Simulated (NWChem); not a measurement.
System: CH5FMoN2; SMILES [NH]=[Mo](=[NH])([F])[CH3]

```xyz
10

Mo    -0.0566    -0.0646     0.0000
N     -0.9720     0.2974    -1.4075
H     -1.8120     0.5557    -1.9214
N     -0.9720     0.2974     1.4075
H     -1.8120     0.5557     1.9214
F      0.6577    -1.7911     0.0000
C      1.4295     1.4231     0.0000
H      1.0185     2.4423     0.0000
H      2.0468     1.2881    -0.9036
H      2.0468     1.2881     0.9036
```
Atoms are numbered in this order, from 1.

Program: NWChem. All runs use the structure optimised with PBE0/def2-SVP. No frequency run checked for a minimum. def2 effective core potentials on Mo; no spin-orbit coupling.

For level Hartree-Fock/def2-TZVP:

```yaml
dipole (D): 2.70
```

**Question.** What are these values for level Hartree-Fock/def2-SVP?

**Answer.** dipole (D): 2.83
